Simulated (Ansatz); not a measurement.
Reaction (cleavage of the B–Si bond): `[SiH3]B[SiH2][SiH3]` + H–F → `FB[SiH2][SiH3]` + SiH₄

Computed with Ansatz on PBE0-D4/def2-TZVP structures; ΔE is electronic, products minus reactants. CCSD(T)/CBS is the MP2 limit (def2-TZVPP, def2-QZVPP) plus CCSD(T) − MP2 in def2-TZVPP, frozen cores. This one scheme is used for every species. Functionals use def2-TZVPP. Each species was taken in one conformer, which may not be the lowest.

```
              species  PBE-D4 energy (Eh)
`[SiH3]B[SiH2][SiH3]`          -898.21384
                  H–F          -100.39347
     `FB[SiH2][SiH3]`          -706.93510
                 SiH₄          -291.72329
```

(1) Work out ΔE.

Largest T1 diagnostic among the species: 0.015.

Answers

(1) ΔE = (-706.93510) + (-291.72329) − (-898.21384) − (-100.39347) = -0.05108 Eh = -134.1 kJ/mol. CCSD(T)/CBS gives -140.4 kJ/mol.

The D4 term adds +11.7 kJ/mol with B3LYP and +6.6 kJ/mol with PBE0; it sums over pairs of atoms, weighted by their polarisabilities, and B3LYP, whose exchange is more repulsive, gets the larger term. In def2-TZVPP, CCSD(T) changes the Hartree–Fock value by +30.9 kJ/mol (the triples alone add +3.2 kJ/mol) and MP2 by +29.6 kJ/mol.

B3LYP here is the variant with VWN-RPA as its local correlation; programs differ in this.
